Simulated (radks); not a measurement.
Values are calculated unless marked as measured or tabulated.
Task: The mean radii <r> (bohr) of the occupied orbitals of an atom or ion are listed with their occupations. Level of theory: Dirac Kohn-Sham, BLYP, spin-unpolarised, spherical densities, point nucleus (a radial shooting solver on a logarithmic mesh with Libxc functionals).

orbital  occ.      <r>
1s1/2       2  0.03262
2s1/2       2   0.1416
2p1/2       2   0.1203
2p3/2       4   0.1252
3s1/2       2   0.3905
3p1/2       2   0.3831
3p3/2       4   0.3939
3d3/2       4   0.3683
3d5/2       6   0.3718
4s1/2       2   0.9721
4p1/2       2    1.045
4p3/2       4    1.073
4d3/2       4    1.367
4d5/2       2    1.380

Name the element and its charge. Open shells, if any, fill j = l - 1/2 first.

Result: Z = 45, rhodium, charge +3: Rh3+ in [Kr] 4d6. The 1s radius gives Z: for a bare nucleus <r> = (2 gamma + 1)/(2Z) with gamma = sqrt(1 - (Z/c)^2), 0.0321 bohr for Z = 45, and screening makes it slightly larger (0.03262 here). The occupations add up to 42, and the charge is Z minus that.
